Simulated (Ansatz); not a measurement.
A nudged elastic band was laid between two geometries of AlBH4OS (8 atoms, charge 0, multiplicity 1).

All numbers below come from RHF/def2-SVP (Ansatz 0.2.0).

```yaml
movable_images: 9
climbing_image: yes
spring: 5.0 eV/Å²
optimiser: quadratic models (default)
start_path: through a guess of the saddle point
force_threshold: 0.03 eV/Å
iteration_limit: 60
end_points: relaxed
```

First end point:

```xyz
8
Properties=species:S:1:pos:R:3
O -1.111 1.955 -1.122
B -0.422 1.101 -0.356
S -0.456 -0.708 -0.720
Al 0.837 -1.601 0.820
H -1.594 1.566 -1.836
H 0.207 1.546 0.558
H 1.539 -0.694 1.894
H 1.000 -3.164 0.763
```

Last end point:

```xyz
8
Properties=species:S:1:pos:R:3
O -1.115 1.954 -1.120
B -0.429 1.101 -0.350
S -0.438 -0.704 -0.733
Al 0.843 -1.601 0.816
H -1.583 1.566 -1.844
H 0.180 1.545 0.578
H 1.029 -3.160 0.739
H 1.513 -0.700 1.914
```

Question: Which bonds break or form, and what moves?

Answer: No bond is made or broken. The dihedral B2–S3–Al4–H8 goes from 180 to 0°. The two ends are copies of one structure, up to a mirror image or an exchange of like atoms.

Question: What energy profile does the band end with?

Answer: The run converged. The highest image is number 5 of 0 to 10, 0.165 eV above the ends, which have the same energy within 2 meV. A vibrational analysis at the climbing image gives one clearly imaginary mode, 154i cm⁻¹: a first-order saddle point.

```json
{"image": "0", "path coordinate (Å)": "0.00", "energy (eV)": "0.000", "dihedral B2–S3–Al4–H8 (°)": "180"}
{"image": "1", "path coordinate (Å)": "0.47", "energy (eV)": "0.012", "dihedral B2–S3–Al4–H8 (°)": "-166"}
{"image": "2", "path coordinate (Å)": "0.95", "energy (eV)": "0.052", "dihedral B2–S3–Al4–H8 (°)": "-148"}
{"image": "3", "path coordinate (Å)": "1.42", "energy (eV)": "0.105", "dihedral B2–S3–Al4–H8 (°)": "-129"}
{"image": "4", "path coordinate (Å)": "1.90", "energy (eV)": "0.149", "dihedral B2–S3–Al4–H8 (°)": "-110"}
{"image": "5", "path coordinate (Å)": "2.37", "energy (eV)": "0.165", "dihedral B2–S3–Al4–H8 (°)": "-91"}
{"image": "6", "path coordinate (Å)": "2.85", "energy (eV)": "0.151", "dihedral B2–S3–Al4–H8 (°)": "-72"}
{"image": "7", "path coordinate (Å)": "3.33", "energy (eV)": "0.108", "dihedral B2–S3–Al4–H8 (°)": "-54"}
{"image": "8", "path coordinate (Å)": "3.81", "energy (eV)": "0.054", "dihedral B2–S3–Al4–H8 (°)": "-34"}
{"image": "9", "path coordinate (Å)": "4.29", "energy (eV)": "0.013", "dihedral B2–S3–Al4–H8 (°)": "-15"}
{"image": "10", "path coordinate (Å)": "4.76", "energy (eV)": "0.000", "dihedral B2–S3–Al4–H8 (°)": "0"}
```

Question: What is the geometry of the highest image?

Answer: 
```xyz
8
Properties=species:S:1:pos:R:3
O -0.889 1.924 -1.233
B -0.270 0.976 -0.519
S -0.988 -0.698 -0.314
Al 0.653 -1.520 0.945
H -1.714 1.670 -1.619
H 0.783 1.274 -0.018
H 0.564 -1.379 2.508
H 1.861 -2.247 0.249
```

Question: What are the harmonic wavenumbers there?

Answer: 154i, 69, 116, 374, 518, 548, 647, 649, 762, 862, 934, 1102, 1255, 1432, 2051, 2053, 2688, 4179 cm⁻¹.

The band took 18 iterations and roughly 2 core-minutes.

Time of the run: 120 s on 1 thread of Intel(R) Xeon(R) 6975P-C (Granite Rapids) (shared host), peak memory 0.17 GiB.
